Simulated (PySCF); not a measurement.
## Xenon: a sound run and one with changed settings

Sound run: Xe⁺ [Kr] 4d10 5s2 5p5, Xe²⁺ [Kr] 4d10 5s2 5p4. All numbers are calculated (PySCF 2.14, a scalar-relativistic core potential, in def2-SVP with the def2 core potential (28 electrons)). The sound run starts from symmetry-adapted Hartree-Fock orbitals and uses a fine grid where one is needed.

A second run was set up differently.

| species | method | sound run (hartree) | changed run (hartree) | converged |
| --- | --- | --- | --- | --- |
| Xe⁺ | UHF | -327.87704 | -327.87704 | yes |
| Xe⁺ | LDA | -328.45439 | -328.45535 | yes |
| Xe⁺ | BP86 | -329.04180 | -329.04242 | yes |
| Xe²⁺ | UHF | -327.13922 | -327.13922 | yes |
| Xe²⁺ | LDA | -327.66931 | -327.66938 | yes |
| Xe²⁺ | BP86 | -328.26235 | -328.26268 | yes |

Ionisation energy of Xe⁺:

```csv
method,sound run (eV),changed run (eV)
UHF,20.077,20.077
LDA,21.363,21.388
BP86,21.210,21.218
```

(1) What was changed?
A. minimal basis
B. level shift left on
C. angular grid far too coarse
D. all electrons correlated in a valence basis

Answers

(1) C. It used 14 angular points. A coarse angular grid integrates products of high-l functions wrongly, so density functionals can shift, and the SCF can exploit the error; Hartree-Fock and MP2 need no grid.
